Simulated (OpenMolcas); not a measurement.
Ni2+, Pd2+, Pt2+: d⁸ down the group

```
Program             : OpenMolcas
Method              : CASSCF
Basis               : ANO-RCC-VQZP
Scalar Hamiltonian  : DKH2, point nucleus
Spin-orbit coupling : state interaction with AMFI integrals over the reference wave functions, term energies averaged over their components
```

Active space for each ion: 8 electrons in 5 orbitals (d).

Computed levels in cm-1 above ³F₄:

```csv
Level,Ni2+,Pd2+,Pt2+
³F₃,1364,3135,9977
³P₂,20768,17766,17662
³P₁,21158,17415,22942
³P₀,21431,17742,21060
¹G₄,26577,21487,25906
¹S₀,64015,50238,55369
weight of ³F in the lowest level (%),100,99,97
```

Mixed levels, with the weight of the term that names them: Pd2+ ³P₂ (57 %), Pt2+ ³P₂ (54 %).

Measured, with the error of the calculation in %. Measured levels: Ni2+ from Corliss and Sugar, J. Phys. Chem. Ref. Data 10, 197 (1981); Pd2+ from Moore, Atomic Energy Levels, vol. III, NSRDS-NBS 35 (1971 reprint of NBS Circular 467, 1958); Pt2+ from NIST levels as listed in McCann et al., Mon. Not. R. Astron. Soc. 538, 537 (2025).

```csv
Level,Ni2+,Pd2+,Pt2+
³F₃,1361 (+0.3),3230 (-2.9),9752 (+2.3)
³P₂,16662 (+24.6),14634 (+21.4),
³P₁,16978 (+24.6),13470 (+29.3),16782 (+36.7)
³P₀,17231 (+24.4),13699 (+29.5),14939 (+41.0)
¹G₄,23109 (+15.0),17880 (+20.2),21331 (+21.4)
¹S₀,52532 (+21.9),,
```

The fine-structure level ³F₃ changes by a factor of 7.31 from Ni2+ to Pt2+.

Without spin-orbit coupling ³P lies 19794, 14280, 12965 cm-1 above ³F in that order; the difference to the level ³P₂, of either sign, comes from spin-orbit coupling, which also lowers the zero.

Without dynamic correlation excited terms often stand tens of per cent too high (terms of higher spin than the ground term too low), and those without a measured partner can miss by more than the paired ones. Levels of configurations with an s electron are missing; early in the row they begin among the upper levels of the d shell and mix with terms of their name (holds for Pd2+). Configurations with an s electron lie low in 5d ions of this charge, fall among these levels and mix in, so low-spin terms can stand far too high, up to twice their true height, and weights are not those of the real levels (holds for Pt2+). Measured partners are found by configuration, term and J. A level has none where our copy of the source lacks it or the pairing is in doubt (some pairs that miss far off the trend of their configuration count as doubtful), and it then counts in no deviation. Levels of configurations outside the active space are missing.
